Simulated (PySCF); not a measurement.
Ligands exchanged one at a time, C F-SH. All species are isolated molecules in the gas phase. One relaxed conformer stands for each flexible species; it need not be the lowest. Strings in code marks are SMILES.

Calculation: CAM-B3LYP-D3(BJ)/def2-TZVP run with PySCF 2.14.0. All candidates: neutral, multiplicity 1. Excitations are Tamm–Dancoff values on a coarser integration grid. The basis has no diffuse functions, so Rydberg states are missing or too high.

```yaml
S1 excitation (TDA): 5.77 eV
T1 excitation (TDA): 5.13 eV
HOMO–LUMO gap: 10.38 eV
```

**Question.** Identify which member has these values.
(A) `FC(F)(S)S` (S–C–S–H torsion -65°, S–C–S–H torsion 65°)
(B) `FC(F)(F)S`
(C) `FC(S)(S)S`

**Answer.** B, `FC(F)(F)S`. The others give `FC(S)(S)S`: 4.97 eV, 4.43 eV, 8.85 eV; `FC(F)(S)S` (S–C–S–H torsion -65°, S–C–S–H torsion 65°): 4.99 eV, 4.43 eV, 8.95 eV
